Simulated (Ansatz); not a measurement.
Start from `C[SiH2][GeH3]` and change one atom or group to get `O[SiH2][GeH3]`.

Ansatz, PBE0-D4/def2-TZVP geometries, multiplicity 1. Each molecule was computed in one conformer, which needn't be the lowest.

Scalar relativity is left out up to krypton.

```csv
property,`C[SiH2][GeH3]`
size of the dipole moment (PBE/def2-TZVPP) / D,1.04
HOMO–LUMO gap (PBE/def2-TZVPP) / eV,6.35
"ideal-gas entropy at 298 K and 1 bar (rigid rotor, harmonic PBE0-D4/def2-TZVP) / J/(mol·K)",341
HOMO energy (B3LYP/def2-TZVPP) / eV,-7.76
LUMO energy (PBE0/def2-TZVPP) / eV,0.28
size of the dipole moment (B3LYP/def2-TZVPP) / D,1.02
```

(1) Give the same properties after the change, and the shifts. (Estimate.)

Answers

(1) Ansatz gave: 
```tsv
property	`O[SiH2][GeH3]`	shift
size of the dipole moment (PBE/def2-TZVPP) / D	1.39	0.35
HOMO–LUMO gap (PBE/def2-TZVPP) / eV	5.78	-0.57
ideal-gas entropy at 298 K and 1 bar (rigid rotor, harmonic PBE0-D4/def2-TZVP) / J/(mol·K)	334	-7
HOMO energy (B3LYP/def2-TZVPP) / eV	-7.88	-0.12
LUMO energy (PBE0/def2-TZVPP) / eV	-0.31	-0.59
size of the dipole moment (B3LYP/def2-TZVPP) / D	1.47	0.45
```

With PBE0 the HOMO falls by 0.12 eV and the LUMO falls by 0.59 eV, so the gap narrows by about 0.47 eV. PBE moves the HOMO by -0.07 eV and ωB97M-V by -0.13 eV. The zero-point energy changes by -59.4 kJ/mol with -6 modes. Dipoles are sizes alone; their direction can turn.

B3LYP here is the variant with VWN-RPA as its local correlation; programs differ in this.
